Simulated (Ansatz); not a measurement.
Stepwise reaction of `[OH][In]([SH])[SH]` with hydrogen chloride, as a gas-phase model of exchange steps in deposition or etching. ΔE in kJ/mol.

Isolated molecules relaxed with PBE0-D4/def2-TZVP in Ansatz; ΔE leaves out vibrations. CBS: MP2 limit from def2 TZ/QZ plus the TZ coupled-cluster correction, frozen cores. This one scheme is used for every species. Functionals use def2-TZVPP. B3LYP here is the variant with VWN-RPA as its local correlation; programs differ in this. def2 core potentials past Kr. For In outer-core shells are correlated without core-valence functions, which leaves a few kJ/mol of doubt a bond. One conformer a species, not always the lowest.

| step | reaction | PBE-D4 | B3LYP-D4 | ωB97M-V | CCSD(T)/CBS |
| --- | --- | --- | --- | --- | --- |
| 1 | `[OH][In]([SH])[SH]` + HCl → `[OH][In]([SH])[Cl]` + H₂S | -22.9 | -27.8 | -28.3 | -25.4 |

Task: Give the row of step 2, `[OH][In]([SH])[Cl]` + HCl → `[OH][In]([Cl])[Cl]` + H₂S. (An estimate is asked.)

Result: Computed: 
```
step                                                 reaction  PBE-D4  B3LYP-D4  ωB97M-V  CCSD(T)/CBS
   2  `[OH][In]([SH])[Cl]` + HCl → `[OH][In]([Cl])[Cl]` + H₂S   -12.2     -17.2    -18.2        -15.8
```

Task: By hand: ΔE of the 2 steps together at CCSD(T)/CBS.

Result: (-25.4) + (-15.8) = -41.2 kJ/mol, or -20.6 kJ/mol a step.

In ΔE each step is higher than the one before. All are downhill at CCSD(T)/CBS. PBE-D4 differs from CCSD(T)/CBS by 2.5 to 3.6 kJ/mol a step. Isolated molecules leave out the surface, adducts and barriers. Largest T1 diagnostic: 0.015.
